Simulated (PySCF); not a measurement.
(Cl)3Zr-S-SiH3 (singlet state).
Bonds: Zr1–Cl2, Zr1–Cl3, Zr1–Cl4, Zr1–S5, S5–Si6. Hydrogens: H7, H8, H9 on Si6.

Computed, not measured: PBE0-D3(BJ)/def2-SVP geometry optimisation, gas phase, def2 core potentials past Kr (PySCF).

How far are the bound atoms from Zr1?

4 atoms: Cl4 2.321 Å, Cl3 2.330 Å, Cl2 2.333 Å, S5 2.395 Å. The nearest atom not counted as bound is H8, at 3.19 Å.

List the angles at Zr1.

| angle | degrees | distance of the outer atoms (Å) |
| --- | --- | --- |
| Cl2–Zr1–Cl4 | 112.8 | 3.88 |
| Cl2–Zr1–Cl3 | 112.1 | 3.87 |
| Cl3–Zr1–S5 | 111.1 | 3.90 |
| Cl3–Zr1–Cl4 | 108.1 | 3.76 |
| Cl4–Zr1–S5 | 107.7 | 3.81 |
| Cl2–Zr1–S5 | 105.2 | 3.75 |

What is the shape at Zr1?

Distorted tetrahedral: angles from 105.2° to 112.8°; τ4 = (360° − α − β)/141° = 0.96 with α and β the two widest (0 for a square, 1 for a tetrahedron).

What are the other bond lengths?

S5–Si6 2.167 Å; Si6–H7, Si6–H8, Si6–H9 1.490 Å.

Give some angles away from the centre.

Zr1–S5–Si6 96.3°.

What are the rotational constants (commonest isotopes, rigid rotor)?

A = 998.6, B = 615.2, C = 606.7 MHz: a near-prolate asymmetric top.

Point group: C1 (no symmetry element, even within 0.4 Å). Charge 0, singlet. Whether it is a minimum is left open (no frequencies).

The run took 74 s of wall time on AMD EPYC 9R45, one thread, on a shared host, and the process peaked at 0.56 GiB of memory. This is the geometry optimisation.
